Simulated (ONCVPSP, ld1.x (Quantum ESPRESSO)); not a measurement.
Hardness and transferability of assorted potentials

Generated with ld1.x 7.5 (TM, RRKJ, ultrasoft, PAW), atompaw 4.2 or ONCVPSP 4.0.1. The cutoff is in Ry: for ld1.x and atompaw files where the sum of valence levels is converged to 10 mRy in a Bessel basis, for ONCV files where the hardest occupied wave has 1 mHa per electron of residual kinetic energy. The error is the largest all-electron minus pseudo excitation energy over each file’s own four to seven test configurations (ionisations up to +4, promotions, holes and added fractions of an electron), all of which were solved. The labels leave out finer settings (local radius, basis sizes, second energies), which also bear on the numbers. Spin-polarised tests are not counted. The rows are a selection from randomly drawn settings: files with unsolved tests, undetermined cutoffs or missed reference levels are left out.

A true bound ghost makes a file unfit for plane-wave use even where its test errors are small: the radial tests pick states by their node count and pass the ghost by.

```csv
element,potential,cutoff (Ry),largest error (meV),bound ghosts
F,"ONCV, LDA (Perdew-Wang 92), scalar-relativistic, rc 0.55/1.45 (sp), local smoothed, core correction yes, reference 2s2 2p4, qcut 11/8.8, projectors 1/2",284,+691,none
Ti,"ONCV, PBEsol, fully relativistic, rc 1.75/1.10/1.25 (spd), local smoothed, core correction yes, reference 3s2 3p6 3d2 4s2, qcut 7.9/6.9/8.7, projectors 3/2/1",124,+8.5,none
Mn,"ONCV, PBE, scalar-relativistic, rc 1.70/1.15/1.00 (spd), local smoothed, core correction yes, reference 3s2 3p6 3d5 4s0.5, qcut 5.4/12.5/9, projectors 3/1/2",455,+27,none
Ag,"ONCV, PBEsol, fully relativistic, rc 0.85/0.95/1.65 (spd), local smoothed, core correction yes, reference 4s2 4p6 4d8, qcut 6.5/8.5/9.5, projectors 3/2/2",401,+8.6,s
```

Question: Fill in the row for Xe: ONCV, PBEsol, scalar-relativistic, rc 1.65/1.55 (sp), local smoothed, core correction no, reference 5s2 5p6, qcut 3.9/5.9, projectors 2/2.

Answer: cutoff 50 Ry, largest error -95 meV, bound ghosts: p.

Question: Fill in the row for Li: RRKJ, BLYP, scalar-relativistic, rc 2.80/4.20 (sp), local s, core correction yes, reference 2s0.5 2p0.

Answer: cutoff 6 Ry, largest error +3.2 meV, bound ghosts: none.

Question: Fill in the row for N: ultrasoft, PBEsol, scalar-relativistic, rc 0.90/1.55 (sp), local smoothed, core correction no, reference 2s2 2p2.

Answer: cutoff 35 Ry, largest error +435 meV, bound ghosts: none.
